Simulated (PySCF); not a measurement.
Compound: (OH)3Sn-S-SiH3.
Cartesian coordinates in Å at the PBE0-D3(BJ)/def2-SVP level; atoms count from 1:
```xyz
12
H6O3SSiSn angstrom
Sn     0.2311    0.6074    0.8783
O     -1.2279    1.3791    1.9465
O     -0.0519   -1.3443    0.9564
O      1.8674    1.2246    1.7863
S      0.2820    1.0516   -1.4703
Si    -0.3888   -0.8928   -2.1655
H     -0.9602    2.2030    2.3724
H     -0.6619   -1.5810    1.6668
H      2.6425    1.1560    1.2148
H     -1.7314   -1.2342   -1.6216
H     -0.4861   -0.6888   -3.6400
H      0.6006   -1.9634   -1.8732
```

The calculation used PBE0-D3(BJ)/def2-SVP geometry optimisation, gas phase, def2 core potentials past Kr (PySCF 2.14.0).

Question: Which atoms are bound to Sn1, and at what distances?

Answer: 4 atoms: O2 1.966 Å, O4 1.970 Å, O3 1.974 Å, S5 2.391 Å. The nearest atom not counted as bound is H7, at 2.49 Å (others tie with it).

Question: List the angles at Sn1.

Answer: 
```csv
angle,degrees,distance of the outer atoms (Å)
O2–Sn1–S5,118.5,3.75
O3–Sn1–O4,114.2,3.31
O4–Sn1–S5,112.1,3.63
O2–Sn1–O3,105.1,3.13
O2–Sn1–O4,104.1,3.10
O3–Sn1–S5,103.0,3.43
```

Question: What is the shape at Sn1?

Answer: Distorted tetrahedral: angles from 103.0° to 118.5°; τ4 = (360° − α − β)/141° = 0.90 with α and β the two widest (0 for a square, 1 for a tetrahedron).

Question: What are the other bond lengths?

Answer: O2–H7, O3–H8, O4–H9 0.966 Å; S5–Si6 2.171 Å; Si6–H10, Si6–H11, Si6–H12 1.489 Å.

Question: Give some angles away from the centre.

Answer: Sn1–S5–Si6 98.1°.

Question: What are the rotational constants (commonest isotopes, rigid rotor)?

Answer: A = 2378, B = 910.4, C = 839.9 MHz: a near-prolate asymmetric top.

Point group: C1 (no symmetry element, even within 0.4 Å). Charge 0, singlet. Whether it is a minimum is left open (no frequencies).

One conformer stands for the species.
